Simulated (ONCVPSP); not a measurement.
u(r) = r·R(r): atom against pseudo-atom (Mg)

Columns: radius, all-electron u(r) and pseudo u(r) of the 2p shell (level -50.99 eV) of magnesium in the configuration [He] 2s2 2p6 3s1.5; LDA (Perdew-Zunger), scalar-relativistic, ONCV scheme, ONCVPSP 4.0.1.

```json
{"r (bohr)": "0.053", "all-electron": "0.1104", "pseudo": "0.0660"}
{"r (bohr)": "0.105", "all-electron": "0.3230", "pseudo": "0.2388"}
{"r (bohr)": "0.158", "all-electron": "0.5523", "pseudo": "0.4759"}
{"r (bohr)": "0.210", "all-electron": "0.7499", "pseudo": "0.7120"}
{"r (bohr)": "0.262", "all-electron": "0.9065", "pseudo": "0.9081"}
{"r (bohr)": "0.315", "all-electron": "1.0216", "pseudo": "1.0458"}
{"r (bohr)": "0.368", "all-electron": "1.0964", "pseudo": "1.1236"}
{"r (bohr)": "0.420", "all-electron": "1.1365", "pseudo": "1.1560"}
{"r (bohr)": "0.473", "all-electron": "1.1498", "pseudo": "1.1597"}
{"r (bohr)": "0.525", "all-electron": "1.1420", "pseudo": "1.1455"}
{"r (bohr)": "0.578", "all-electron": "1.1181", "pseudo": "1.1188"}
{"r (bohr)": "0.630", "all-electron": "1.0832", "pseudo": "1.0831"}
{"r (bohr)": "0.683", "all-electron": "1.0395", "pseudo": "1.0394"}
{"r (bohr)": "0.735", "all-electron": "0.9914", "pseudo": "0.9913"}
{"r (bohr)": "0.788", "all-electron": "0.9391", "pseudo": "0.9390"}
{"r (bohr)": "0.840", "all-electron": "0.8863", "pseudo": "0.8862"}
{"r (bohr)": "0.893", "all-electron": "0.8321", "pseudo": "0.8320"}
{"r (bohr)": "0.945", "all-electron": "0.7795", "pseudo": "0.7794"}
{"r (bohr)": "0.998", "all-electron": "0.7271", "pseudo": "0.7270"}
{"r (bohr)": "1.050", "all-electron": "0.6774", "pseudo": "0.6774"}
{"r (bohr)": "1.102", "all-electron": "0.6298", "pseudo": "0.6297"}
{"r (bohr)": "1.155", "all-electron": "0.5835", "pseudo": "0.5834"}
{"r (bohr)": "1.208", "all-electron": "0.5397", "pseudo": "0.5396"}
{"r (bohr)": "1.260", "all-electron": "0.4991", "pseudo": "0.4991"}
{"r (bohr)": "1.313", "all-electron": "0.4603", "pseudo": "0.4603"}
{"r (bohr)": "1.365", "all-electron": "0.4246", "pseudo": "0.4246"}
```

How many radial nodes do the two functions have?

The all-electron 2p function has n − l − 1 = 0; the pseudo-wave has 0.

At about which radius was the pseudo-wave matched?

0.70 bohr. The columns agree to 0.0005 from 0.63 bohr on; several derivatives are matched, so the curves merge somewhat inside the radius.

Is the pseudo-wave norm-conserving?

Yes: the ONCV scheme keeps the norm inside the radius equal to the all-electron one, which fixes the energy derivative of the logarithmic derivative at the level.
